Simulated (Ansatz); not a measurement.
A structure relaxed at r2SCAN-D4/def2-SVP in Ansatz, charge 1, doublet:

```xyz
7

Ti    1.931    0.696   -0.650
Al   -0.219    1.456    0.661
Al   -0.289    0.891   -1.990
Al    1.418   -0.484    1.610
Al   -1.092   -0.983    1.600
Al   -2.102   -0.168   -0.524
Al    0.353   -1.408   -0.706
```

**Question.** Give its formula and point group.

**Answer.** TiAl6⁺ (the lowest doublet isomer of a short search). Point group C2v (tolerance 0.1 Å).

**Question.** Summarise the bond lengths by kind (pairs closer than 1.2 times the sum of covalent radii, bridged metal pairs left out).

**Answer.** 11 × Al–Al 2.49 to 2.76 Å; 4 × Al–Ti 2.60 to 2.63 Å. The metal has 4 neighbours: Al 2.63 Å, Al 2.60 Å, Al 2.60 Å, Al 2.63 Å.

The charge 1 doublet is spin-contaminated (final ⟨S²⟩ up to 1.47, 0.75 for a pure state). The structure comes from a short search, and lower isomers may exist.
